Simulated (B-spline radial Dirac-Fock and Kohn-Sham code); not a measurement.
## Anomalous scattering factors of Pt, 574.6 eV to 12 keV

The computed values come from a radial atomic solver: the dispersion relation over Dirac-Hartree-Slater subshell photoionisation cross sections, with the Kissel-Pratt high-energy constant (isolated atom, no bound-bound lines or fine structure). The forward scattering factor is f₀ + f′ + i f″.

The run's input, task.json:

```json
{"items": [{
  "Z": 78,
  "q": 0,
  "cfg": [[1, 0, 2], [2, 0, 2], [2, 1, 6], [3, 0, 2], [3, 1, 6], [3, 2, 10], [4, 0, 2], [4, 1, 6], [4, 2, 10], [4, 3, 14], [5, 0, 2], [5, 1, 6], [5, 2, 9], [6, 0, 1]],
  "A": 195,
  "rrms": 5.427,
  "do": "dispersion",
  "hv": [574.6, 636.9, 657.2, 663.0, 771.2, 1000.0, 1028.0, 1253.6, 1486.9, 2000.0, 2146.0, 2984.4, 3097.0, 3556.0, 4000.0, 4510.9, 5414.7, 6000.0, 6403.9, 6930.3, 8047.8, 8344.0, 9251.7, 12000.0, 12390.0, 13560.0, 15000.0, 16990.0, 17479.3, 18240.0, 18560.0, 21010.0, 21490.0, 21680.0, 22162.9, 22910.0, 24209.8, 30000.0, 35860.0, 40000.0, 40670.0, 51040.0, 65440.0, 71350.0],
  "edges": {"K": 78395.0, "L1": 13880.0, "L2": 13273.0, "L3": 11564.0, "M1": 3296.0, "M2": 3027.0, "M3": 2645.0, "M4": 2202.0, "M5": 2122.0, "N1": 725.4, "N2": 609.1, "N3": 519.4, "N4": 331.6, "N5": 314.6, "N6": 74.5, "N7": 71.2, "O1": 101.7, "O2": 65.3}
}]}
```

Run with: `python xray2_run.py task.json out`

Edges near this range: L1 13880.0 eV, L2 13273.0 eV, L3 11564.0 eV, M1 3296.0 eV, M2 3027.0 eV, M3 2645.0 eV, M4 2202.0 eV, M5 2122.0 eV, N1 725.4 eV, N2 609.1 eV, N3 519.4 eV.

```
hν (eV)  λ (Å)   f′ (e)  f″ (e)  tabulated f′  tabulated f″
  574.6  21.58  -39.671  28.183             –         26.62
  636.9  19.47  -36.569  27.329             –         25.55
  657.2  18.87  -35.652  26.897             –         25.12
    663  18.70  -35.412  26.771             –         25.00
  771.2  16.08  -31.703  24.942             –         23.33
   1000  12.40  -27.144  20.367        -27.02         19.61
   1028  12.06  -26.829  19.879        -26.81         19.11
 1253.6  9.890        ?       ?             ?             ?
 1486.9  8.338  -25.508  13.824        -25.45         12.81
   2000  6.199  -32.903   9.907        -33.25          9.08
   2146  5.777  -49.804  15.777        -45.26         25.15
 2984.4  4.154  -15.180  27.375        -15.70         27.23
   3097  4.003  -13.656  27.600        -13.88         27.29
   3556  3.487   -8.779  23.856         -8.86         23.20
   4000  3.100   -6.360  20.237         -6.49         19.64
 4510.9  2.749   -4.975  17.031         -5.06         16.46
 5414.7  2.290   -4.036  13.018         -4.11         12.45
   6000  2.066   -3.901  11.160         -3.96         10.65
 6403.9  1.936   -3.922  10.109         -3.98          9.63
 6930.3  1.789   -4.044   8.956         -4.12          8.54
 8047.8  1.541   -4.550   7.098         -4.60          6.83
   8344  1.486   -4.732   6.706         -4.77          6.48
 9251.7  1.340   -5.432   5.695         -5.50          5.53
  12000  1.033   -8.736   9.624         -8.89          9.48
```

Q: What are f′ and f″ at Mg Kα (1253.6 eV)?

A: f′ = -25.407 and f″ = 16.493 electrons (tables: -25.39 and 15.73). By the optical theorem f″ corresponds to a photoabsorption cross section 2 rₑ λ f″ = 919000 b.

Tabulated f′: xraylib 4.2 anomalous scattering factors (Cullen et al., EPDL97); f″: Chantler's tables (J. Phys. Chem. Ref. Data 1995 and 2000). Both are theoretical tables.
